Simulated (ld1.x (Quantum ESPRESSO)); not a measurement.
**tellurium (Te): one change to a TM potential, before and after**

* Element: tellurium
* Generator: ld1.x (Quantum ESPRESSO) 7.5
* Type: norm-conserving Troullier–Martins (Kleinman–Bylander form)
* Functional: PBE
* Relativity: scalar-relativistic
* Frozen core: [Kr]
* Valence charge: 16
* Reference configuration: 4d10 5s2 5p3.75 (charge +0.25)
* Partial waves: 5s (bound): rc 1.65 bohr; 5p (bound): rc 2.05 bohr; 4d (bound): rc 1.35 bohr
* Local potential: all-electron potential smoothed inside 1.50 bohr (lloc = -1)
* Core correction: a·sin(br)/r model core inside 1.00 bohr

Change: core [Kr] 4d10, valence charge 6; reference 5s2 5p2; waves now 5p (bound): rc 1.75 bohr; 5s (bound): rc 1.30 bohr; local potential the s channel; core correction a·sin(br)/r model core inside 1.30 bohr.

Cutoffs: the cutoffs (Ry, on a coarse ladder) from which the occupation-weighted sum of valence levels, in a spherical-Bessel basis at the reference potential, stays within 10 and 1 mRy of its value at 400 Ry; they do not see the model core or the augmentation charge, which bear on the density cutoff. Errors are all-electron minus pseudo energies relative to the spin-unpolarised reference configuration.

Q: What does the change do?

A: The potential gets harder (100 Ry and 180 Ry → 120 Ry and 200 Ry); the bound ghosts move from s to p. Several settings change at once here, so the effects cannot be laid on one of them.

```tsv
quantity	base	changed
cutoff, loose	100 Ry	120 Ry
cutoff, tight	180 Ry	200 Ry
bound ghosts	s	p
largest error over its own tests, meV	-73	-69
```

 A true bound ghost makes a file unfit for plane-wave use even where its test errors are small: the radial tests pick states by their node count and pass the ghost by.
